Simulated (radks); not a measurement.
Al V, 9 electrons, occupied as [He] 2s1 2p5 3s1 (not the ground configuration). All-electron calculation, non-relativistic Kohn-Sham, TPSS, spin-polarised, spherical densities, point nucleus; open shells are filled with parallel spins first; meta-GGA in the generalised Kohn-Sham scheme. Program: a radial shooting solver on a logarithmic mesh with Libxc functionals.

Normalised radial functions P(r) = r R(r), r in bohr:

```
   r/bohr * 1s up, o 2p up, + 2p down (the largest magnitude, 2.6, reaches the edge; | marks zero, & curves that meet)
  0.01219 &                   *
  0.01537 &                       *
  0.01939 |&                           *
  0.02445 |&                                *
  0.03083 |&                                      *
  0.03889 | &                                          *
  0.04865 |  &                                              *
  0.06135 |   &                                                *
  0.07737 |     &                                                *
  0.09758 |       &                                             *
   0.1231 |          &                                     *
   0.1552 |              &                         *
   0.1957 |                  &            *
   0.2448 |                     *&
   0.3088 |            *            &
   0.3894 |     *                     &
   0.4911 | *                        &
   0.6193 |*                      &
    0.781 *                 &
    0.985 *           &
    1.232 *      &
    1.554 *  &
     1.96 *&
    2.472 &
    3.117 &
    3.931 &
    4.957 &
```

1s up: eigenvalue -1621.4 eV, 0 radial nodes, <r> = 0.120 bohr, 90 % of the charge inside 0.215 bohr. 2p up: eigenvalue -160.59 eV, 0 radial nodes, <r> = 0.543 bohr, 90 % of the charge inside 0.898 bohr. 2p down: eigenvalue -152.62 eV, 0 radial nodes, <r> = 0.549 bohr, 90 % of the charge inside 0.911 bohr.
